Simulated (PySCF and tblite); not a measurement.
C₄H₅F₃O, numbered as in [O:1]=[CH:2][CH2:3][CH2:4][C:5]([F:6])([F:7])[F:8]: conformational analysis

Search: ETKDG and KDG, MMFF94s, GFN2-xTB, 90 starts; geometries at PBE0-D3(BJ)/def2-SVP. Free energies are PBE0-D3(BJ)/def2-TZVP single points with GFN2-xTB rigid-rotor and vibrational terms (modes under about 100 cm⁻¹ blended into free rotors). Symmetry numbers and mirror images are counted. Conformers within 4 kcal/mol (GFN2-xTB free energy) were kept, 7 at most. GIAO shieldings: PBE0/pcSseg-1. Couplings: B3LYP/pcSseg-1 with pcJ-1 on H, F (gas phase; spin-dipole term only for pairs with B, N, F, Si or P). Couplings are for ¹⁹F, ¹H; a prime marks the second kind of pair between the same two sets of atoms. Shifts are against TMS (¹H), TMS (¹³C), CFCl3 (¹⁹F) at the same level. Programs: PySCF with density fitting and tblite.

Torsions listed: O1–C2–C3–C4, C2–C3–C4–C5. Of a mirror pair one member is shown.

```
conformer         shape   symmetry  E(GFN2) kcal/mol  E(DFT) kcal/mol  G(298.15 K) kcal/mol  weight %  dipole D
        1      0°, 179°         Cs              0.00             0.00                  0.00      83.1      2.00
        2    -13°, -87°  C1 (pair)              1.06             1.39                  1.24      10.2      3.45
        3  -133°, -173°  C1 (pair)              1.53             2.15                  1.67       4.9      1.63
        4    -147°, 72°  C1 (pair)              1.66             2.39                  2.27       1.8      3.61
```

Weights (%) against temperature:

```json
{"T (K)": "200", "1": "95.0", "2": "3.7", "3": "1.0", "4": "0.3", "S(mix) cal/mol/K": "0.54"}
{"T (K)": "250", "1": "89.4", "2": "7.0", "3": "2.7", "4": "0.9", "S(mix) cal/mol/K": "0.99"}
{"T (K)": "298.15", "1": "83.1", "2": "10.2", "3": "4.9", "4": "1.8", "S(mix) cal/mol/K": "1.44"}
{"T (K)": "350", "1": "76.3", "2": "13.2", "3": "7.5", "4": "3.0", "S(mix) cal/mol/K": "1.86"}
{"T (K)": "400", "1": "70.3", "2": "15.5", "3": "10.0", "4": "4.3", "S(mix) cal/mol/K": "2.20"}
```

Averaged shifts at 298.15 K. ¹H: 9.86 (H2, 1H), 2.55 (H3, 2H), 2.07 (H4, 2H) ppm. ¹³C: 202.1 (C2), 132.1 (C5), 40.6 (C3), 28.9 (C4) ppm. ¹⁹F: -83.3 (F6/F7/F8) ppm.

Averaged couplings (Hz): ⁵J(H2,F6) 1.1, ³J(H4,F6) 10.1, ³J(H2,H3) 0.6, ⁴J(H2,H4) -0.6, ²J(H3,H3) -22.8, ³J(H3,H4) 13.3, ³J(H3,H4′) 4.8, ²J(H4,H4) -16.9. Computed couplings to fluorine can be off by tens of per cent at such levels.

Coordinates of conformer 1 (Å):

```xyz
13

O    -2.213   -0.156   -0.923
C    -2.075   -0.137    0.270
C    -0.780    0.167    0.967
C     0.355    0.456    0.006
C     1.646    0.779    0.706
F     2.626    1.018   -0.169
F     2.048   -0.226    1.495
F     1.528    1.865    1.482
H    -2.936   -0.353    0.954
H    -0.543   -0.686    1.628
H    -0.956    1.017    1.651
H     0.105    1.304   -0.647
H     0.536   -0.405   -0.653
```

Unscaled ¹⁹F shifts at such levels can be off by tens of ppm; differences between conformers or isomers are more reliable. Shifts are unscaled: against experiment ¹³C can be off by 15 ppm or more and ¹H by 0.8 ppm.

Search and properties took 4.8 min on 1 thread of Arm Neoverse V2 (shared host) (rough), launched as `OMP_NUM_THREADS=1 python ens_run.py task.json out`.
